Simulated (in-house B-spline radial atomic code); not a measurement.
The numbers below are computed, except where a source is named.
# Two electrons in InAs: a spherical dot of radius 101 nm with hard walls with an ionised donor at its centre

For InAs the NSM archive of the Ioffe Institute lists m* = 0.023 m0 and ε = 15.15. Real donors also feel a central-cell potential, which shifts the ground state. In so narrow a gap the band flattens within tens of meV, so real spacings are smaller, by up to some tenths.

Effective-mass model with parabolic bands, a uniform dielectric constant, no image charges, no central-cell or spin-orbit terms. Two-electron levels come from full CI in B-splines with partial waves to l = 5 (up to 0.001 effective hartree above the limit).

Q: What are the effective units, and what is the potential in them?

A: Ha* = 27211.386 meV × 0.023/15.15² = 2.727 meV and a* = 0.0529177 nm × 15.15/0.023 = 34.86 nm. The radius is R = 2.91 a*, with −1/r added.

In these units the lowest s and p orbitals lie at -0.412747 and 0.532730, and their Coulomb and exchange integrals are J_ss = 0.801229, J_sp = 0.619721 and K_sp = 0.111. Full CI gives -0.104764 for the ground singlet, 0.611283 for the sp triplet, 0.792802 for the sp singlet and 1.340865 for the lowest triplet of two s orbitals.

Q: What does it cost to add the second electron, to first order and exactly?

A: To first order E = 2ε_s + J_ss = -0.024266, so the charging energy E(2) − 2E(1) is J_ss = 2.185 meV. CI gives -0.104764 − 2 × (-0.412747) = 0.720731, or 1.965 meV: relaxation and correlation lower it by 0.2195 meV, 10.0 % of J_ss. The s² configuration of one-electron orbitals holds 96.5 % of the state, and the mean radius is 43.4 nm.

Q: How far above the singlet do the triplets lie?

A: To first order the sp triplet lies at ε_s + ε_p + J_sp − K_sp = 0.628753, which is 1.781 meV above 2ε_s + J_ss. CI gives 0.611283 − (-0.104764) = 0.716047, or 1.953 meV, 76 % of the orbital spacing of 2.578 meV. The ss triplet lies 3.942 meV up, so the lower of the two is the sp one, and its gap equals k_BT at 22.7 K. The sp singlet-triplet splitting is 0.495 meV, against 2K_sp = 0.6051 meV.
